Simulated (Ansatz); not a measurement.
CH₅SSn, SMILES `[CH3][SnH][SH]` radical. Charge 0, multiplicity 2. Sn takes the def2 core potential.

Cartesian coordinates in Å:
```
C 0.3941 0.5491 1.0348
Sn -0.0512 0.5039 -1.0817
S -0.6395 -1.7749 -1.6546
H 1.2810 -0.0486 1.2399
H -0.4645 0.1322 1.5635
H 0.5632 1.5785 1.3506
H -1.5195 1.3587 -1.4077
H 0.4363 -2.2989 -1.0448
```

Q: What are the harmonic wavenumbers in cm⁻¹ at PBE0-D4/def2-TZVP (Ansatz, finite differences of forces, unscaled)? (An estimate is asked.)

A: The calculation gave: 90, 112, 180, 341, 438, 481, 500, 699, 730, 772, 1187, 1438, 1447, 1834, 2715, 3064, 3166, 3176.

Q: Is this a minimum?

A: Yes, all 18 modes are real.

Q: Give the ideal-gas thermochemistry at 298.15 K and 1 bar (rigid rotor, harmonic oscillator; point group C1, symmetry number 1).

A: Zero-point energy 133.8 kJ/mol; H(298) − E = 152.9 kJ/mol; entropy 345.2 J/(mol·K), of which translation 172.7, rotation 110.1, vibration 56.6, electronic 5.8; G(298) − E = 50.0 kJ/mol. Modes under 100 cm⁻¹ are hindered rotations or soft bends, so the harmonic entropy is rough.

Q: And at 400, 500, 600, 800 and 1000 K?

A: 
```
T (K)  H − E (kJ/mol)  S (J/mol/K)  G − E (kJ/mol)
  400           162.9        374.0            13.3
  500           173.9        398.4           -25.3
  600           185.7        419.9           -66.3
  800           211.4        456.9          -154.1
 1000           239.4        488.0          -248.6
```
